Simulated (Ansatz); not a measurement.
Reaction (redistribution): `[F][AlH][SeH]` + `C=CS[SiH3]` → `[AlH2][SeH]` + `C=C(F)S[SiH3]`

Computed with Ansatz on PBE0-D4/def2-TZVP structures; ΔE is electronic, products minus reactants. CBS: MP2 limit from def2 TZ/QZ plus the TZ coupled-cluster correction, frozen cores. Functionals use def2-TZVPP. B3LYP here is the variant with VWN-RPA as its local correlation; programs differ in this. For Se outer-core shells are correlated without core-valence functions, which leaves a few kJ/mol of doubt a bond. Scalar relativity is left out up to krypton. Each species was taken in one conformer, which may not be the lowest.

Q: Is it downhill or uphill in electronic energy at CCSD(T)/CBS, and by how much? (Best estimate.)

A: Ansatz gave: Uphill: ΔE = +264.3 kJ/mol.

Q: What do these levels give: r2SCAN-D4, PBE0-D4, B3LYP-D4, ωB97X-V, ωB97M-V, PBE0, B3LYP, HF/def2-TZVPP, SCS-MP2/def2-TZVPP, CCSD/def2-TZVPP, MP2/def2-QZVPP, SCS-MP2/def2-QZVPP? (An estimate is asked.)

A: Ansatz gave: r2SCAN-D4 248.7, PBE0-D4 244.3, B3LYP-D4 251.0, ωB97X-V 245.5, ωB97M-V 249.0, PBE0 244.8, B3LYP 252.0, HF/def2-TZVPP 258.6, SCS-MP2/def2-TZVPP 265.0, CCSD/def2-TZVPP 260.1, MP2/def2-QZVPP 274.1, SCS-MP2/def2-QZVPP 269.8 kJ/mol.

Largest T1 diagnostic among the species: 0.013.

From PBE to PBE0 (25 % exact exchange), in def2-TZVPP and without D4, ΔE moves by +6.3 kJ/mol.
